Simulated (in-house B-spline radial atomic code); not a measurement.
Radial electron density of Cr VIII (Cr7+), [Ne] 3s1 (3p1/2)1 (3p3/2)4 (6p3/2)1. Computed with a B-spline radial code for spherical atoms: Dirac-Hartree-Fock, average of the jj configuration, Fermi nucleus of rms radius 3.6452 fm.

Columns: r (bohr), 4πr²n(r) (electrons per bohr), bar.

```
 0.00241   0.6644 #
 0.00298    0.982 #
 0.00369    1.446 ##
 0.00456    2.104 ###
 0.00564    3.036 ####
 0.00698    4.333 ######
 0.00863     6.08 #########
  0.0107     8.41 ############
  0.0132    11.29 ################
  0.0163    14.75 #####################
  0.0202     18.7 ##########################
   0.025    22.68 ################################
  0.0309    26.12 #####################################
  0.0382    28.32 ########################################
  0.0472    28.69 ########################################
  0.0584    27.15 ######################################
  0.0722    24.49 ##################################
  0.0893    22.38 ################################
    0.11    22.56 ################################
   0.137    25.68 ####################################
   0.169    29.69 ##########################################
   0.209    31.25 ############################################
   0.258     27.7 #######################################
    0.32    19.73 ############################
   0.395    12.01 #################
   0.489    8.356 ############
   0.605    8.673 ############
   0.748    9.139 #############
   0.925    7.177 ##########
    1.14    3.907 ######
    1.41    1.412 ##
    1.75    0.297 
    2.16  0.03761 
    2.68   0.1415 
    3.31   0.0823 
    4.09  0.02413 
    5.06    0.286 
    6.26   0.2601 
    7.74  0.06154 
    9.58 0.003899 
    11.8 6.387e-05 
    14.6 1.832e-07 
    18.1 1.89e-10
```

On this grid the curve has 5 maxima, near 0.0472, 0.209, 0.748, 2.68, 5.06 bohr.

The 3s1/2 radial function P(r) = rR(r), positive near the nucleus, with its small component Q(r) (sign convention: Q ≈ (P' + κP/r)/2c):

```csv
r (bohr),P,Q
0.000833,0.02485,-0.002198
0.00127,0.03724,-0.003307
0.00195,0.05586,-0.004983
0.00298,0.0827,-0.007424
0.00456,0.1209,-0.01096
0.00698,0.173,-0.01593
0.0107,0.2396,-0.02262
0.0163,0.3126,-0.03078
0.025,0.3731,-0.0397
0.0382,0.3737,-0.04654
0.0584,0.2452,-0.04678
0.0893,-0.06596,-0.0352
0.137,-0.4863,-0.0109
0.209,-0.6777,0.015
0.32,-0.2226,0.02451
0.489,0.7502,0.01091
0.748,1.26,-0.006589
1.14,0.7773,-0.008094
1.75,0.1678,-0.00212
2.68,0.008584,-0.0001192
```
